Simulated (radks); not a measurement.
Task: The hafnium ion Hf11+ is in [Kr] 4d10 4f(5/2: 6, 7/2: 6) 5s2 5p(1/2: 1, 3/2: 0). Method: Dirac Kohn-Sham, relativistic LDA (MacDonald-Vosko exchange, VWN5 correlation), spin-unpolarised, spherical densities, finite nucleus; Fermi nuclear charge, rms radius of each element as measured or else 0.836 A^(1/3) + 0.57 fm; computed with a radial shooting solver on a logarithmic mesh with Libxc functionals. Sub-shells are occupied by j as written (lower j first in brackets). One electron is removed from 5s1/2, 4f7/2, 4f5/2, 5p1/2 in turn, with full relaxation. Which removal costs least, and what does each cost?

Result: 5p1/2 225.55 eV; 4f7/2 229.88 eV; 4f5/2 232.01 eV; 5s1/2 256.28 eV. The 5p1/2 electron leaves first.
